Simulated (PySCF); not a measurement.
A structure optimised at B3LYP-D3(BJ)/def2-SVP, used in a PySCF frequency run:

```xyz
11

C     -2.0810    -0.0281     0.1584
C     -0.8220     0.2507    -0.1879
Cl    -0.4162     1.8223    -0.9059
Si     0.6627    -0.8916     0.0156
O      1.8909     0.0194     0.6648
O      0.2781    -2.1469     1.0267
H     -2.9072     0.6753     0.0200
H     -2.2997    -1.0046     0.6006
H      1.0313    -1.5130    -1.2745
H      1.8150     0.9707     0.5124
H      0.2229    -1.9412     1.9680
```

### Question
Write its SMILES and formula.

### Answer
C=C(Cl)[SiH](O)O, C₂H₅ClO₂Si

### Question
What are its rotational constants (standard atomic weights)?

### Answer
3.5716, 1.6251, 1.1931 GHz
